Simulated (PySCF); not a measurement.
Isomers of C5H6F2O2, one GFN2-xTB conformer each. Single-point energies are computed at PBE0/pcSseg-1 (PySCF, gas phase, no added dispersion term), electronic only.

Question: Rank them by PBE0/pcSseg-1 energy, lowest first (kcal/mol).
A. `[O:1]=[C:2]1[CH2:3][O:4][C@@H:5]1[C@H:6]([F:7])[CH2:8][F:9]` with O4–C5–C6–F7 -60°, C5–C6–C8–F9 -68°
B. `F[C@@H]1OC[C@@]12CO[C@@H]2F`
C. `[F:1][CH:2]([F:3])[O:4][C:5]1=[CH:6][CH2:7][O:8][CH2:9]1` with F1–C2–O4–C5 170°, C2–O4–C5–C6 8°
D. `[CH3:1][O:2]/[C:3]([CH3:4])=[C:5](/[F:6])[C:7](=[O:8])[F:9]` with C1–O2–C3–C4 0°, C3–C5–C7–O8 0°
E. `[F:1][CH:2]([F:3])[O:4][C@H:5]1[CH:6]=[CH:7][O:8][CH2:9]1` with F1–C2–O4–C5 -58°, C2–O4–C5–C6 89°
F. `[CH3:1][CH2:2][O:3][C:4](=[O:5])[CH:6]=[C:7]([F:8])[F:9]` with C1–C2–O3–C4 -81°, C2–O3–C4–O5 -1°, O3–C4–C6–C7 -3°

Answer: F (0.0), E (10.2), D (11.5), C (16.7), A (27.5), B (32.5).

As drawn, the lowest has a C=O bond, a C(=O)–O unit and two fluorines on one carbon, which the highest lacks; the highest has a four-membered ring and a quaternary carbon, which the lowest lacks. Neighbours under 2.5 kcal/mol apart (FC(F)O[C@H]1C=COC1 and CO/C(C)=C(/F)C(=O)F) can change places with a better method, another conformer or zero-point energy. GFN2-xTB itself gives, in the same order: 4.9, 0.0, 11.5, 6.1, 22.4, 19.0. GFN2-xTB puts FC(F)O[C@H]1C=COC1 lowest instead; measured from each level's own lowest isomer, the values differ by up to 13.5 kcal/mol (F[C@@H]1OC[C@@]12CO[C@@H]2F: 19.0 against 32.5).

Q: Which frontier levels, dipoles and rotational constants go with these structures?

A: 
```
                     SMILES  HOMO (eV, PBE0/pcSseg-1)  LUMO (eV)  dipole (D)       A, B, C (MHz)
            CCOC(=O)C=C(F)F                     -8.23      -1.14        1.44  3393, 896.2, 753.2
         FC(F)O[C@H]1C=COC1                     -6.80       0.30        0.67   3978, 1014, 881.5
        CO/C(C)=C(/F)C(=O)F                     -7.00      -1.39        6.41   2632, 1193, 829.4
             FC(F)OC1=CCOC1                     -7.01       0.27        1.82  4451, 888.0, 782.2
    O=C1CO[C@@H]1[C@H](F)CF                     -7.96      -1.29        0.70    2487, 1175, 1080
F[C@@H]1OC[C@@]12CO[C@@H]2F                     -8.55       1.16        2.49    2604, 1310, 1304
```
